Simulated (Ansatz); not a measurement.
Relaxation of C2H9BOSi (14 atoms, charge 0, multiplicity 1), to a largest force component of 0.02 eV/Å in at most 50 steps.

All numbers below come from RKS PBE0/6-31G* (Ansatz 0.2.0).

```xyz
14
Properties=species:S:1:pos:R:3:forces:R:3
C -1.569 0.015 1.517 -2.13 3.13 -0.23
O -0.954 -1.161 1.273 3.27 -0.93 -1.56
B 0.330 -0.864 0.662 -0.04 -0.84 0.78
C 0.607 -0.808 -0.907 -4.30 -0.38 0.98
Si 1.113 0.873 -1.440 -0.43 0.26 0.43
H -1.059 0.723 2.219 0.15 -0.49 -0.35
H -1.792 0.607 0.558 0.34 -0.51 0.99
H -2.563 -0.146 1.961 0.10 -0.25 0.02
H 1.306 -0.681 1.416 -0.81 -0.05 -0.28
H 1.284 -1.573 -1.193 0.96 -0.78 -0.38
H -0.448 -1.038 -1.372 1.91 0.26 0.40
H 0.138 1.893 -0.993 -0.24 0.10 0.01
H 2.355 1.203 -0.803 1.10 0.34 0.38
H 1.239 0.928 -2.867 0.14 0.15 -1.18
```

Q: Where does it end, and by what steps?

A: It converged. The force dipped under the threshold on the way, but the program's further checks kept it going. After 17 steps the energy has fallen by 1.306 eV; H7 moved furthest, 1.45 Å.

```tsv
step	energy less start (eV)	largest force component (eV/Å)	accepted
0	0.0000	4.300	yes
1	-0.4923	1.592	yes
2	-0.6425	0.786	yes
3	-0.7614	1.164	yes
4	-0.9213	1.504	yes
5	-1.0640	1.292	yes
6	-1.1860	0.557	yes
7	-1.2085	0.606	yes
8	-1.2730	0.263	yes
9	-1.2939	0.086	yes
10	-1.2996	0.112	yes
11	-1.3024	0.105	yes
12	-1.3036	0.055	yes
13	-1.3047	0.037	yes
14	-1.3053	0.043	yes
15	-1.3056	0.038	yes
16	-1.3058	0.014	yes
17	-1.3059	0.012	yes
```

```xyz
14
Properties=species:S:1:pos:R:3
C -1.753 0.015 1.929
O -1.223 -0.290 0.657
B 0.095 -0.518 0.465
C 0.611 -0.800 -0.982
Si 1.323 0.774 -1.744
H -0.972 0.035 2.698
H -2.243 0.994 1.885
H -2.502 -0.738 2.193
H 0.844 -0.460 1.412
H 1.425 -1.537 -0.972
H -0.189 -1.161 -1.639
H 0.272 1.823 -1.876
H 2.418 1.327 -0.896
H 1.883 0.508 -3.101
```

The run took 31 s on 2 threads of Intel(R) Xeon(R) 6975P-C (Granite Rapids), with other jobs on the host, peak memory 0.24 GiB.
